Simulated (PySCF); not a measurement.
C₃H₉FSi₂.
SMILES: `F[Si@H]1CCC[SiH2]1`

The closed-shell SCF was solved with PySCF and density fitting under several settings on one GFN2-xTB geometry (grid level 2 and gas phase unless stated).

```csv
settings,basis functions,SCF cycles,E (Eh),HOMO (eV),LUMO (eV),dipole (D)
PBE0/pcSseg-1,161,12,-798.0947,-7.72,-0.62,1.98
PBE0/def2-SVPD,203,13,-797.8112,-7.68,-0.70,2.16
"B97-D/pcSseg-1, damping 0.2 at the start, DIIS from the seventh cycle",161,19,-798.4146,-6.51,-1.27,1.89
revPBE/IGLO-II,212,14,-798.4635,-6.42,-1.34,1.91
"PW91/cc-pVDZ, energy threshold 1e-07 Eh",137,9,-798.4911,-6.39,-1.29,1.95
```

Task: Estimate the row for these settings: LDA/def2-SVPD, start guess sap.

Result: 
| settings | basis functions | SCF cycles | E (Eh) | HOMO (eV) | LUMO (eV) | dipole (D) |
| --- | --- | --- | --- | --- | --- | --- |
| LDA/def2-SVPD, start guess sap | 203 | 20 | -794.2197 | -6.61 | -1.73 | 2.20 |

Task: Over all rows, what range does the HOMO–LUMO gap span?

Result: From 4.88 eV (LDA/def2-SVPD, start guess sap) to 7.10 eV (PBE0/pcSseg-1). The functional of the narrowest has no exact exchange, that of the widest 25 % exact exchange.

Task: And the dipole moment?

Result: From 1.89 D (B97-D/pcSseg-1, damping 0.2 at the start, DIIS from the seventh cycle) to 2.20 D (LDA/def2-SVPD, start guess sap); the largest is 1.16 times the smallest, and the median is 1.96 D.

Task: Compare two rows with the functional PBE0: PBE0/pcSseg-1 and PBE0/def2-SVPD. Which energy is lower, and by how much?

Result: PBE0/pcSseg-1 (161 functions) lies 0.2835 Eh or 178 kcal/mol below PBE0/def2-SVPD (203 functions). The smaller set gives the lower energy; the two sets aren't nested, so the variational bound doesn't order them by size.

B97-D ran without the empirical dispersion term, which would shift the total energy alone. Cycle counts include a coarse-grid stage where the run had one.

One conformer stands for the species.
